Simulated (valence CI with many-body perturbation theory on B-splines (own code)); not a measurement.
From CI to CI+MBPT in Tm36+

Calculated by configuration interaction combined with many-body perturbation theory (CI+MBPT): five valence electrons over a frozen Dirac-Fock core [Ar] 3d10, a basis of 9 s, 9 p, 8 d, 6 f, 3 g, 1 h functions for each j, with the one-electron correlation potential Σ1 (screened to all orders), the two-electron term Σ2, the three-electron term Σ3, Breit, model QED; selected single and double excitations, second order for the rest (own B-spline code, finite nucleus).

The last digits are not significant, and no measured levels were compared; by estimate large intervals hold to a few tenths of a per cent, small ones and those within an open d or f shell to about a per cent. Among the levels kept, up to 310 cm⁻¹ of a level comes from second order outside the variational space, and about a tenth of that is noise between levels of different J, which matters for small intervals.

Each rung adds one term. CI alone is the Dirac-Coulomb CI over the frozen core; QED comes last and gives the full result, which names the levels. Energies are above (4s^2 4p1/2^2 4p3/2) J=3/2 on the same rung, in cm⁻¹.

Levels are named by their leading jj configuration (3d3/2^4 stands for four electrons in 3d with j = 3/2), which in mixed levels can hold well under half, so a name can repeat and another be missing. Letters in brackets count levels of one name in rising energy.

| Level | CI alone | + Σ1 | + Σ2 | + Σ3 | + Breit | Full |
| --- | --- | --- | --- | --- | --- | --- |
| (4s^2 4p1/2 4p3/2^2) J=3/2 | 483465 | 485159 | 486976 | 487146 | 481025 | 481715 |
| (4s^2 4p1/2 4p3/2^2) J=5/2 | 524168 | 525877 | 527103 | 527147 | 520675 | 521365 |
| (4s^2 4p1/2 4p3/2^2) J=1/2 | 574487 | 576210 | 576644 | 576510 | 570467 | 571145 |
| (4s^2 4p3/2^3) J=3/2 | 1064960 | 1068370 | 1070630 | 1070640 | 1058400 | 1059740 |
| (4s^2 4p1/2^2 4d3/2) J=3/2 | 1099240 | 1097900 | 1097260 | 1097600 | 1095220 | 1093670 |
| (4s 4p1/2^2 4p3/2^2) J=5/2 | 1150010 | 1150730 | 1152960 | 1153490 | 1151750 | 1146240 |
| (4s 4p1/2^2 4p3/2^2) J=1/2 | 1284850 | 1285900 | 1285180 | 1285360 | 1284260 | 1277950 |
| (4s^2 4p1/2^2 4d5/2) J=5/2 | 1289970 | 1289470 | 1285520 | 1285680 | 1280970 | 1279240 |
| (4s 4p1/2^2 4p3/2^2) J=3/2 | 1307090 | 1307980 | 1305010 | 1305220 | 1303640 | 1297860 |
| (4s^2 4p1/2 4p3/2 4d3/2) J=3/2 [a] | 1581820 | 1582190 | 1583040 | 1583570 | 1575100 | 1574150 |
| (4s^2 4p1/2 4p3/2 4d3/2) J=5/2 [a] | 1584360 | 1584620 | 1585400 | 1585920 | 1577080 | 1576470 |
| (4s^2 4p1/2 4p3/2 4d3/2) J=1/2 [a] | 1586540 | 1586830 | 1587500 | 1588040 | 1579630 | 1578890 |
| (4s^2 4p1/2 4p3/2 4d3/2) J=7/2 | 1625150 | 1625400 | 1625710 | 1626090 | 1616710 | 1616160 |
| (4s 4p1/2 4p3/2^3) J=3/2 [a] | 1642130 | 1644110 | 1647650 | 1648300 | 1639880 | 1636260 |
| (4s^2 4p1/2 4p3/2 4d5/2) J=5/2 [a] | 1687850 | 1689620 | 1691940 | 1692480 | 1682980 | 1680120 |
| (4s^2 4p1/2 4p3/2 4d5/2) J=7/2 [a] | 1698080 | 1698940 | 1699330 | 1699890 | 1688620 | 1688360 |
| (4s^2 4p1/2 4p3/2 4d3/2) J=5/2 [b] | 1735180 | 1735600 | 1728950 | 1728980 | 1719920 | 1719210 |
| (4s^2 4p1/2 4p3/2 4d3/2) J=1/2 [b] | 1738570 | 1739340 | 1733790 | 1733890 | 1725780 | 1724160 |
| (4s^2 4p1/2 4p3/2 4d3/2) J=3/2 [b] | 1742920 | 1743380 | 1735080 | 1735060 | 1726920 | 1725690 |
| (4s^2 4p1/2 4p3/2 4d5/2) J=9/2 | 1742600 | 1743490 | 1743510 | 1743880 | 1731950 | 1731690 |
| (4s^2 4p1/2 4p3/2 4d5/2) J=3/2 [a] | 1791140 | 1792800 | 1790970 | 1791220 | 1781730 | 1779230 |
| (4s^2 4p1/2 4p3/2 4d5/2) J=1/2 [a] | 1816680 | 1818250 | 1814710 | 1814850 | 1805680 | 1803070 |
| (4s^2 4p1/2 4p3/2 4d5/2) J=5/2 [b] | 1829230 | 1830570 | 1826150 | 1826200 | 1816130 | 1814410 |
| (4s^2 4p1/2 4p3/2 4d5/2) J=7/2 [b] | 1839310 | 1840230 | 1836050 | 1836110 | 1824360 | 1824100 |
| (4s^2 4p1/2 4p3/2 4d5/2) J=3/2 [b] | 1858760 | 1860090 | 1854290 | 1854230 | 1844250 | 1842560 |
| (4s^2 4p1/2 4p3/2 4d5/2) J=5/2 [c] | 1871720 | 1872890 | 1864780 | 1864660 | 1854440 | 1853010 |
| (4s 4p1/2 4p3/2^3) J=3/2 [b] | 1904470 | 1906400 | 1900430 | 1900290 | 1891430 | 1888130 |
| (4s^2 4p1/2 4p3/2 4d5/2) J=1/2 [b] | 1935010 | 1936570 | 1927580 | 1927240 | 1918040 | 1915590 |
| (4s^2 4p3/2^2 4d3/2) J=1/2 | 2212990 | 2215500 | 2211970 | 2212190 | 2198120 | 2197180 |
| (4s^2 4p3/2^2 4d3/2) J=3/2 [a] | 2219240 | 2221250 | 2215490 | 2215640 | 2201470 | 2201110 |
| (4s^2 4p3/2^2 4d3/2) J=5/2 | 2224970 | 2226960 | 2221890 | 2222030 | 2207130 | 2207040 |

**Question.** How does the ionisation energy move along the ladder, and which term matters most?

**Answer.** CI alone 1592.8, + Σ1 1594.2, + Σ2 1594.4, + Σ3 1594.2, + Breit 1593.1, + QED 1593.0 eV. The largest step is Σ1, 1.5 eV. NIST lists 1591 ± 5 eV (theoretical).
